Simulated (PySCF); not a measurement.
# Electron correlation in Hf⁴⁺ (hafnium, charge +4)

Starting occupation: [Xe] 4f14. All numbers are calculated (PySCF 2.14, X2C-1e with screened-nucleus spin-orbit coupling, Gaussian nucleus, in x2c-TZVPPall-2c (11s11p10d3f1g, 124 functions)). Frozen: [Kr] 4d10 4f14; 8 electrons correlated; the 34 highest virtual spinors left out.

MP2 pair energies summed by pair of shells (mhartree):

| pair | energy | share (%) |
| --- | --- | --- |
| 5p3/2-5p3/2 | -53.13 | 37.9 |
| 5p1/2-5p3/2 | -48.57 | 34.7 |
| 5p3/2-5s1/2 | -13.95 | 10.0 |
| 5p1/2-5p1/2 | -12.49 | 8.9 |
| 5p1/2-5s1/2 | -6.50 | 4.6 |
| 5s1/2-5s1/2 | -5.39 | 3.8 |

Total MP2 correlation energy: -140.03 mhartree.

This basis was not built for core-valence correlation, so the inner-shell part is incomplete.
